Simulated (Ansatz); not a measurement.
SnHF3: single points at one geometry.

```yaml
crystal:
  periodic: [false, false, false]
  atoms:
    - {symbol: Sn, position_ang: [0.000737, -0.001182, 0.118699]}
    - {symbol: H, position_ang: [0.011285, -0.017930, 1.800288]}
    - {symbol: F, position_ang: [1.728206, 0.010658, -0.650523]}
    - {symbol: F, position_ang: [-0.873919, 1.504395, -0.619072]}
    - {symbol: F, position_ang: [-0.866300, -1.495941, -0.649382]}
basis:
  gaussian: {orbitals: def2-TZVP, initial_orbitals: start.molden}
hamiltonian: {xc: r2scan, dispersion: d4}
scf: {omitted_lower_state_checks: [starts]}
output: {orbitals: {seedname: orbitals}}
```

The file start.molden holds the orbitals of an earlier run on this structure, at another level or in another basis.

```sh
$ ansatz run in.yaml --threads 4 --pin off --events-out ev --progress --plain --max-ram 3916MiB
```

Shortened log:

```
Functional definition: r2SCAN
  name "r2SCAN"
  cite "Furness, Kaplan, Ning, Perdew & Sun, J. Phys. Chem. Lett. 11, 8208 (2020) doi:10.1021/acs.jpclett.0c02405"
  cite "Furness, Kaplan, Ning, Perdew & Sun, J. Phys. Chem. Lett. 11, 9248 (2020) doi:10.1021/acs.jpclett.0c03077"
  parent r2scan
  parameter k0 = 0.174
  parameter k1 = 0.065
  parameter a1 = 4.9479
  exchange = r2scan_x(k0 = k0, k1 = k1, a1 = a1)
  correlation = r2scan_c
these checks for a lower state are left out or cut short: starts
900 factors; their error is unknown
mean field evaluation 1: about -14003.4111 eV, gradient 5.6e0 eV
mean field evaluation 2: about -14003.4454 eV, gradient 4.4e-2 eV
mean field evaluation 4: about -14003.4389 eV, gradient 8.3e-5 eV
mean field -14003.43889140 eV, -514.6168873873 hartree, gradient 1.7e-5 eV, S^2 0.000000; 0 other end points of the search recorded, 0 dependent functions left out
reference -14003.43890533 eV, -514.6168878991 hartree; 25, 25 occupied and 124, 124 virtual orbitals, 900 factors
Total energy: -14003.45663989 eV, -514.6175396320 hartree
Checks for a lower state left out: starts
```

Hardware: 4 threads of Arm Neoverse V1 on a shared host. Wall time 2.1 s.

As the first input, with `hamiltonian: {xc: {name: BLYP}, dispersion: d4}` (abridged; 1.1 s):

```
Functional definition: BLYP
mean field -14002.60226293 eV, -514.5861418581 hartree, gradient 1.3e-5 eV, S^2 0.000000
Total energy: -14002.77697278 eV, -514.5925623264 hartree
Checks for a lower state left out: starts
```

First input, but with `hamiltonian: {xc: {name: B3LYP}, dispersion: d4}` (abridged; 1.3 s):

```
Functional definition: B3LYP
mean field -14006.46749062 eV, -514.7281863555 hartree, gradient 1.4e-5 eV, S^2 0.000000
Total energy: -14006.59760102 eV, -514.7329678245 hartree
Checks for a lower state left out: starts
```

The first input with `hamiltonian: {xc: pbe, dispersion: d4}` (abridged; 1 s):

```
Functional definition: PBE
mean field -13996.74632625 eV, -514.3709401542 hartree, gradient 1.4e-5 eV, S^2 0.000000
Total energy: -13996.82587802 eV, -514.3738636277 hartree
Checks for a lower state left out: starts
```

The first input with `correlation: {method: mp2}` and without the key `hamiltonian` (abridged; 1.2 s):

```
Functional definition: HF
mean field -13945.10635826 eV, -512.4732063336 hartree, gradient 7.0e-6 eV, S^2 0.000000
7 core orbitals not correlated: weight in the atoms' cores, before any rotation towards them, 1.000 or more for the frozen orbitals, at most 0.000 for the correlated occupied ones
second order -29.06117843 eV of doubles, -0.00000000 eV of singles
Total energy: -13974.16753669 eV, -513.5411849424 hartree
Checks for a lower state left out: starts
```

The first input with `hamiltonian: {xc: {name: r2SCAN0}, dispersion: d4}`, `output: {forces: true, orbitals: {seedname: orbitals}}` (abridged; 2.9 s):

```
Functional definition: r2SCAN0
mean field -14001.40716444 eV, -514.5422227985 hartree, gradient 9.6e-6 eV, S^2 0.000000
Total energy: -14001.42846036 eV, -514.5430054090 hartree
Atom 0 force    -0.001604     0.002324    -0.219953 eV/Å
Atom 1 force    -0.000798     0.001278    -0.139575 eV/Å
Atom 2 force    -0.319055    -0.001696     0.121857 eV/Å
Atom 3 force     0.161690    -0.278395     0.115974 eV/Å
Atom 4 force     0.159767     0.276489     0.121698 eV/Å
Dipole moment:     0.004436    -0.007077     0.710309 e Å
Checks for a lower state left out: starts
```

As the first input, with `gaussian: {orbitals: def2-SVP, initial_orbitals: start.molden}`, `hamiltonian: {xc: pbe0, dispersion: d4}` (abridged; 0.75 s):

```
Functional definition: PBE0
mean field -13985.73802079 eV, -513.9663923902 hartree, gradient 2.5e-5 eV, S^2 0.000000
Total energy: -13985.80460482 eV, -513.9688393081 hartree
Checks for a lower state left out: starts
```

Geometry: PBE0-D4/def2-TZVP.

In the def2 sets Sn takes a core potential; there is no spin–orbit coupling. B3LYP takes the VWN-RPA correlation. Correlated methods freeze 7 core orbitals; core or outer-core shells of Sn are correlated, in sets that lack core-valence functions.
